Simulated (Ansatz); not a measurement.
Species: C4H6N, SMILES `C1=C[NH2+]C=C1` with one electron removed (charge 2, multiplicity 2), formula C₄H₆N.

### Question
How many basis functions does frozen-core CCSD(T)/cc-pVTZ // CAM-B3LYP-D3(BJ)/def2-TZVP (Ansatz, a first-principles code) use, how many core orbitals are frozen, and how many electrons are correlated?

### Answer
234 basis functions and 5 frozen orbitals, which leaves 25 correlated electrons. Core time is of the order of minutes.
